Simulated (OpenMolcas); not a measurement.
W²⁺: CASPT2 settings compared

- Program: OpenMolcas 26.06
- Basis: ANO-RCC-VTZP [8s7p5d3f2g1h]
- Scalar Hamiltonian: DKH3, point nucleus
- Active space: 4 electrons in 5 orbitals (5d)
- State averaging: 2S+1 = 5 even, 5 roots; 2S+1 = 3 even, 45 roots kept (CI in the orbitals of an earlier block); 2S+1 = 1 even, 44 roots kept (CI in the orbitals of an earlier block)
- Spin-orbit coupling: state interaction with AMFI integrals over the reference wave functions, term energies averaged over their components

Methods on the same reference wave functions:
A. CASSCF
B. SS-CASPT2, IPEA 0.5 Eh, sigma2 regulariser 0.3 Eh (closed shells correlated: none)
C. SS-CASPT2, IPEA 0.1 Eh, sigma2 regulariser 0.15 Eh (closed shells correlated: 5s 5p)
D. MS-CASPT2, IPEA 0.1 Eh, sigma2 regulariser 0.15 Eh (closed shells correlated: 5s 5p)
E. XMS-CASPT2, IPEA 0.35 Eh, real shift 0.05 Eh (closed shells correlated: 5s 5p)

Energies in cm-1 above 5d4 5D0, the measured ground level; measured values from NIST levels as listed in McCann et al., Mon. Not. R. Astron. Soc. 538, 537 (2025).

```
            Level      A      B      C      D      E  Measured
   5d4 5D0 [67 %]    0.0    0.0    0.0    0.0    0.0       0.0
          5d4 5D1   1597   2130   2390   2370   2240      2256
          5d4 5D2   3526   4340   4740   4700   4500      4461
          5d4 5D3   5429   6260   6660   6610   6380      6278
          5d4 5D4   7212   7850   8160   8100   7870      7687
5d4 3P0(1) [59 %]  15171  12350  11730  11680  11990      9904
   5d4 3H4 [57 %]  16373  15520  15340  15280  14910     13701
          5d4 3H5  19300  18740  18530  18480  18090          
   5d4 3G3 [51 %]  19740  18150  17640  17560  17300          
       5d4 3P1(1)  19841  16470  15480  15390  15830     12881
5d4 3F2(1) [74 %]  20617  18010  17260  17180  17210          
          5d4 3H6  20854  20330  20190  20140  19710          
5d4 3P2(1) [70 %]  24719  21220  20090  19940  20370          
5d4 3F3(1) [53 %]  25436  23570  22940  22930  22740          
          5d4 3G5  27318  26260  25880  25830  25480          
   5d4 3D3 [74 %]  28268  25750  24900  24840  24710          
          5d4 1I6  29444  28480  28410  28360  27820          
          5d4 3D1  30697  28300  27360  27340  27230          
5d4 1G4(1) [56 %]  33550  31370  31230  31240  30880          
          5d4 1S0  35311  31810  31440  31310  31640          
   5d4 1F3 [72 %]  39141  34560  33290  33230  33590          
       5d4 3P2(2)  43857  38140  37110  37150  36800          
       5d4 3F4(2)  44821  39740  39410  39280  38700          
       5d4 3F2(2)  46340  41170  40810  40820  40300
```

Deviations, from unrounded energies. A percentage is the sum of absolute deviations over the sum of measured energies, with the sign that they share, or ± where signs differ.

```csv
Against measurement,Levels,A,B,C,D,E
mean absolute deviation (cm-1),7,2500,1200,1000,990,940
fine structure of the ground term (%),4,-14.1,±2.0,+6.1,+5.3,±1.6
other terms of the ground configuration (%),3,+40.8,+21.6,+16.6,+16.1,+17.1
```

E lies closest to measurement on these levels and A furthest from it. The largest miss of E in the table is 5d4 3P1(1), by +3000 cm-1. The ranking rests on the paired levels alone, and a cruder setting can come out closer through cancelling errors.

Among B to E the level of the table that moves most is 5d4 3P2(2), by 1300 cm-1 (lowest in E, highest in B). Moves below CASPT2's spread within the term are not significant.

The mean deviations of B to E differ by less than CASPT2's widest spread within a term (1300 cm-1), so their order carries little weight.

From A to B the spin-free energies of the other terms of 5d4 shown, above 5D, scale by factors of 0.71 to 0.91, as is usual when dynamic correlation screens the repulsion within a d or f shell.

The lowest spin-free term lies below A's lowest term by 0.028 hartree in B, 0.275 hartree in C, 0.275 hartree in D, 0.271 hartree in E.

CASPT2 does not keep the components of a term degenerate, so their means are used; among the terms shown or strongly mixed into the levels shown the widest spread is 1300 cm-1 (5d4 1I, E). Over all roots computed the reference weight is 0.88 to 0.95 in C, 0.88 to 0.95 in D; the roots of lowest weight are the least certain, and an intruder state may touch them. Configurations with an s electron lie low in 5d ions of this charge, fall among these levels and mix in, so low-spin terms can stand far too high, up to twice their true height, and weights are not those of the real levels. Terms from blocks run as CI alone lack orbitals of their own. The CASPT2 spread within a term exceeds the gap to the next term for 5d4 3D and 5d4 1G(1), 5d4 3P(2) and 5d4 3F(2), so the order of their levels is uncertain, and so are names and mixing where such terms share a J (figures for B; the like holds for C, D, E). Without dynamic correlation excited terms often stand tens of per cent too high (terms of higher spin than the ground term too low), and those without a measured partner can miss by more than the paired ones (holds for A). Some levels mix across a computed gap that differs much from the measured one, so their mixing is not that of the real levels (holds for A; B). Some terms miss by over 15 % even with CASPT2, which points to a basis or an active space too small for the shells correlated (holds for B; C; D; E). Computed and measured levels are paired by configuration, term and J; levels that our copy of the source lacks, or whose pairing is in doubt (as where it misses far off the trend of its configuration), stay unpaired and out of the deviations. Only configurations of the active space appear. The table leaves out levels that lie high or whose names do not pair safely across all columns.

A share in square brackets marks a mixed level and gives the weight of the term that names it, the lowest over the columns. A number in round brackets counts repeated terms of one configuration in the order of the reference energies.
